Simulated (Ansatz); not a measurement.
Gas-phase electronic energies from Ansatz, PBE0-D4/def2-TZVP geometries. CCSD(T)/CBS adds triple-zeta CCSD(T) − MP2 to the extrapolated MP2 energy (def2 sets, frozen cores). DFT in def2-TZVPP. B3LYP here is the variant with VWN-RPA as its local correlation; programs differ in this. Each species was taken in one conformer, which may not be the lowest.

Reaction (substitution at a C–N bond): `OB/C=N/CS` + `O[SiH3]` → `[SiH3]OCS` + `N=CBO`

Is it downhill or uphill in electronic energy at CCSD(T)/CBS, and by how much? (Estimate.)

Ansatz gave: Uphill: ΔE = +0.32 eV.

What do these levels give: B3LYP-D4, ωB97X-V, B2PLYP, B3LYP, CCSD/def2-TZVPP, CCSD/CBS(def2)? (Best estimate.)

The calculation gave: B3LYP-D4 0.29, ωB97X-V 0.26, B2PLYP 0.32, B3LYP 0.30, CCSD/def2-TZVPP 0.30, CCSD/CBS(def2) 0.32 eV.

Largest T1 diagnostic among the species: 0.014.
